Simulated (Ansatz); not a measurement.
Two isomers of CH7BGeO: A = `BO[CH2][GeH3]`, B = `[BH2][GeH2][O]C`.

Gas-phase electronic energies from Ansatz, PBE0-D4/def2-TZVP geometries. CCSD(T)/CBS adds triple-zeta CCSD(T) − MP2 to the extrapolated MP2 energy (def2 sets, frozen cores). Functionals use def2-TZVPP. B3LYP here is the variant with VWN-RPA as its local correlation; programs differ in this. For Ge outer-core shells are correlated without core-valence functions, which leaves a few kJ/mol of doubt a bond. Scalar relativity is left out up to krypton. One conformer a species, not always the lowest.

A:

```xyz
11

B     0.2511   -1.8893   -0.9094
O     0.7659   -0.9196   -0.1400
C    -0.0305   -0.1568    0.7533
Ge   -0.0966    1.7271    0.1674
H    -0.9215   -2.1520   -0.8462
H     1.0102   -2.4585   -1.6374
H    -1.0441   -0.5663    0.8146
H     0.4237   -0.2122    1.7453
H     1.3252    2.3027    0.1088
H    -0.9424    2.5312    1.1698
H    -0.7411    1.7937   -1.2261
```

B:

```xyz
11

B    -1.1445   -1.7150    1.3624
Ge    0.0924   -0.8036    0.0068
O    -0.1961    0.9591    0.0756
C     0.5551    1.7815   -0.7785
H    -1.8987   -1.0815    2.0343
H    -1.1136   -2.9027    1.4852
H     1.5953   -1.0436    0.2979
H    -0.1617   -1.2636   -1.4510
H     1.6346    1.7014   -0.5884
H     0.3799    1.5490   -1.8384
H     0.2572    2.8190   -0.6059
```

Q: Which is lower in electronic energy at CCSD(T)/CBS, and by how much? (Best estimate.)

A: Computed: A, by 26.9 kcal/mol.

Q: Give E(B) − E(A) in kcal/mol with CCSD(T)/def2-TZVPP, CCSD/def2-TZVPP, B3LYP, ωB97M-V, MP2/def2-TZVPP, B2PLYP, PBE-D4. (An estimate is asked.)

A: Computed: CCSD(T)/def2-TZVPP 27.2, CCSD/def2-TZVPP 26.6, B3LYP 27.6, ωB97M-V 28.2, MP2/def2-TZVPP 27.7, B2PLYP 27.6, PBE-D4 28.1. None reverses the order clearly.

Largest T1 diagnostic: 0.013.

In def2-TZVPP, CCSD(T) changes the Hartree–Fock value by +2.9 kcal/mol (the triples alone add +0.6 kcal/mol) and MP2 by +3.4 kcal/mol.
